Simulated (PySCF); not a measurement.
C2H7ISi, SMILES C[SiH](C)I.

Geometry: B3LYP-D3(BJ)/def2-SVP. The def2 effective core potentials stand for the cores of I; spin–orbit coupling is left out.

Level of theory: PBE/def2-TZVP run with PySCF.

Gas-phase values at a fixed geometry.

- total energy = -667.44671 hartree
- point group = Cs
- highest occupied level = -6.24 eV
- lowest empty level = -1.06 eV
- orbital gap = 5.18 eV
- dipole moment = 2.31 D
- quadrupole, principal values (traceless, Buckingham form, about the centre of nuclear charge) = -3.20, -0.68, 3.88 D·Å
- mean static polarisability = 85.7 bohr³ (12.70 Å³)
- polarisability, principal values = 70.9, 80.4, 105.8 bohr³
